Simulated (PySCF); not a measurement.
**Electronic structure of Ni (nickel, neutral) at the PBE0 level**

Configuration: [Ar] 3d8 4s2, high-spin 3F determinant. Calculation: PySCF 2.14, in x2c-TZVPall; the spin-free X2C one-electron Hamiltonian (Gaussian nucleus).

| Item | Value |
| --- | --- |
| Total energy | -1520.313 hartree |
| One-electron energy | -2108.225 hartree |
| Hartree (Coulomb) energy | 651.479 hartree |
| Exchange-correlation energy | -63.567 hartree |
| ⟨S²⟩ | 2.0029 |
| ⟨L²⟩ | 12.011 |
| Sum of ⟨r⟩ | 21.71 bohr |
| Sum of ⟨r²⟩ | 35.63 bohr² |
| Langevin diamagnetic susceptibility | -28.2 ×10⁻⁶ cm³/mol |
| Time after the integrals | 1.4 s of wall time on 1 thread of Neoverse-N1 (shared host) |

```
shell  electrons  mean orbital energy (eV)  spread (eV)  rms radius, mean of both spins (bohr)
 1s α          1                   -8254.8            0                                 0.0624
 1s β          1                   -8254.7            0                                 0.0624
 2s α          1                   -999.67            0                                  0.265
 2s β          1                   -998.34            0                                  0.265
 2p α          3                   -859.13            0                                  0.238
 2p β          3                   -858.01            0                                  0.238
 3s α          1                   -118.88            0                                  0.795
 3s β          1                   -115.79            0                                  0.795
 3p α          3                   -77.689            0                                  0.847
 3p β          3                   -74.355            0                                  0.847
 3d α          5                   -12.366        1.309                                   1.15
 3d β          3                   -10.532            0                                   1.15
 4s α          1                    -6.507            0                                   3.07
 4s β          1                    -6.130            0                                   3.07
```

Densities and radii are taken from the X2C orbitals without a picture-change correction, which distorts them close to the nucleus.
